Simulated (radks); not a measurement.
Values are calculated unless marked as measured or tabulated.
Valence configurations of La I (all share [Xe]). Code: a radial shooting solver on a logarithmic mesh with Libxc functionals. Model: Dirac Kohn-Sham, PBE, spin-unpolarised, spherical densities, point nucleus; open shells fill j = l - 1/2 first. Energies are relative to 5d1 6s2; eigenvalues in eV.

valence              E (eV)  e(4f5/2)  e(5d3/2)  e(6p1/2)  e(6s1/2)
4f0.5 5d0.5 6s2      -0.103    -1.867    -2.665         -    -3.512
5d1 6s2               0.000         -    -3.172         -    -3.665
5d1.5 6s1.5           0.304         -    -2.651         -    -3.369
5d2 6s1               0.713         -    -2.183         -    -3.095
5d0.5 6s2 6p0.5       0.988         -    -4.132    -1.882    -4.247
5d1 6s1.5 6p0.5       1.110         -    -3.574    -1.703    -3.944
4f0.5 5d1 6s1 6p0.5   1.368    -1.591    -2.595    -1.500    -3.518
5d1 6s1 6p1           2.241         -    -3.956    -1.923    -4.203
5d1 6s0.5 6p1.5       3.390         -    -4.321    -2.128    -4.443

NIST lists [Xe] 5d1 6s2 as the ground configuration; this level of theory puts 4f0.5 5d0.5 6s2 lower, by 0.103 eV. The energies are those of spherical spin-averaged densities, not of single terms. No valid solution was reached for [Xe] 4f1 6s2.
